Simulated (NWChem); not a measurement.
C2H7ClOSi; SMILES [SiH2](Cl)[C@H](O)C

Results from NWChem. Pople sets run with spherical d functions. Level Hartree-Fock/6-31G*: optimisations from one semi-empirical or force-field start; each run changes one setting, and all end within 0.3 mHa of each other. One conformer.

**Question.** Which setting needs the most optimisation steps, or fails (no line search; Cartesian coordinates; trust radius 0.05; redundant internal coordinates, default thresholds)?

**Answer.** Cartesian coordinates, with 27 against 12 for the defaults.
```
setting                                             optimisation steps
--------------------------------------------------  ------------------
redundant internal coordinates, default thresholds                  12
Cartesian coordinates                                               27
no line search                                                      17
trust radius 0.05                                                   14
```
